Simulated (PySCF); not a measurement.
# Assigning NMR signals

Mapped SMILES: `[CH3:1][CH2:2][SiH2:3][C:4]#[C:5][SiH3:6]` (H(Xn): hydrogen on atom n).

- coordinates at the GFN2-xTB level
- NMR shieldings at PBE0/pcSseg-1/GIAO
- code: PySCF
- non-relativistic Hamiltonian, averaged over atoms made equivalent by symmetry, fast rotation or ring inversion, single conformer, in vacuum

Shifts are taken against calculated references (same method and geometry level): $^{13}$C (σref 186.93), $^{1}$H (σref 31.72) vs TMS.

Question: Assign these signals to the numbered atoms. $^{13}$C{$^{1}$H} NMR (computed): δ 118.9 (C), 113.1 (C), 11.4 (CH3), 8.4 (CH2).

Answer: 
118.9 → C4, alkyne carbon
113.1 → C5, alkyne carbon
11.4 → C1, methyl carbon: aliphatic region, no heteroatom directly attached
8.4 → C2, sp3 CH2 bonded to Si: an electropositive neighbour leaves it electron-rich and shielded

Question: Assign these signals to the numbered atoms. $^{1}$H NMR (400 MHz, computed): δ 4.40 (t, 2H), 4.24 (s, 3H), 1.28 (t, 3H), 0.84 (m, 2H).

Answer: 
4.40 → H(Si3), hydrogen on a silicon bonded to 2 C
4.24 → H(Si6), hydrogen on a silicon bonded to C
1.28 → H(C1), hydrogen on a methyl carbon
0.84 → H(C2), hydrogen on an sp3 CH2 bonded to Si: an electropositive neighbour shields it, as in TMS itself

Shifts are as computed. Against solution values, carbons near 30 ppm lie about +3 ppm off and those near 130 ppm about +5 ppm. Of 1211 compounds with measured shifts, 218 miss one by over three times the rms of a fit or turn the order of signals round; such compounds aren't used in these exercises. Multiplicities follow the n + 1 count of equivalent neighbours, as no J values were calculated; m marks all less simple cases, F and P coupling included.
